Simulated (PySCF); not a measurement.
Cl2FGeH3Si.

```xyz
8

F      0.8474    -1.8874     0.0000
Si     0.5362    -0.2992     0.0000
Cl     1.4230     0.4960    -1.6642
Cl     1.4230     0.4960     1.6642
Ge    -1.7729     0.1148     0.0000
H     -2.4009    -0.4979    -1.2568
H     -2.4009    -0.4979     1.2568
H     -1.9792     1.6336     0.0000
```
Charge 0, spin multiplicity 1.

Coordinates come from a ωB97X-D3(BJ)/def2-SVP optimisation.

Method: PBE/pcSseg-1 (PySCF). Non-relativistic, no solvent.

Computed absolute GIAO shielding of each atom: isotropic value and principal components (ppm):
| atom | σ(iso) | σ11 | σ22 | σ33 | span |
|---|---|---|---|---|---|
| F1 | 250.0 | 198.2 | 254.8 | 297.0 | 98.8 |
| Si2 | 304.1 | 285.1 | 303.6 | 323.6 | 38.5 |
| Cl3 | 749.7 | 600.8 | 699.9 | 948.4 | 347.6 |
| Cl4 | 749.7 | 600.8 | 699.9 | 948.4 | 347.6 |
| Ge5 | 1611.5 | 1596.5 | 1610.3 | 1627.7 | 31.2 |
| H6 | 27.5 | 21.1 | 22.7 | 38.7 | 17.6 |
| H7 | 27.5 | 21.1 | 22.7 | 38.7 | 17.6 |
| H8 | 27.6 | 21.4 | 23.2 | 38.1 | 16.6 |
